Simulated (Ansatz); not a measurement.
`C#[C][InH2]` and `C#[C][AlH2]` differ in one element.

Ansatz, PBE0-D4/def2-TZVP geometries, multiplicity 1. 

Elements past krypton have def2 core potentials.

```
                                                                                  property  `C#[C][InH2]`
                                                       HOMO energy (B3LYP/def2-TZVPP) / eV          -7.53
                                            size of the dipole moment (PBE/def2-TZVPP) / D           0.24
                                                        LUMO energy (PBE0/def2-TZVPP) / eV          -2.00
ideal-gas entropy at 298 K and 1 bar (rigid rotor, harmonic PBE0-D4/def2-TZVP) / J/(mol·K)            297
                                        size of the dipole moment (ωB97M-V/def2-TZVPP) / D           0.34
                                                     LUMO energy (ωB97M-V/def2-TZVPP) / eV          -0.46
```

**Question.** What does the change do to each property? (Best estimate.)

**Answer.** The calculation gave: 
```
                                                                                  property  `C#[C][AlH2]`  shift
                                                       HOMO energy (B3LYP/def2-TZVPP) / eV          -7.83  -0.30
                                            size of the dipole moment (PBE/def2-TZVPP) / D           0.59   0.35
                                                        LUMO energy (PBE0/def2-TZVPP) / eV          -1.86   0.14
ideal-gas entropy at 298 K and 1 bar (rigid rotor, harmonic PBE0-D4/def2-TZVP) / J/(mol·K)            274    -23
                                        size of the dipole moment (ωB97M-V/def2-TZVPP) / D           0.54   0.20
                                                     LUMO energy (ωB97M-V/def2-TZVPP) / eV          -0.18   0.28
```

With PBE0 the HOMO falls by 0.29 eV and the LUMO rises by 0.14 eV, so the gap widens by about 0.43 eV. PBE moves the HOMO by -0.27 eV and ωB97M-V by -0.30 eV. Dipoles are sizes alone; their direction can turn.

B3LYP here is the variant with VWN-RPA as its local correlation; programs differ in this.
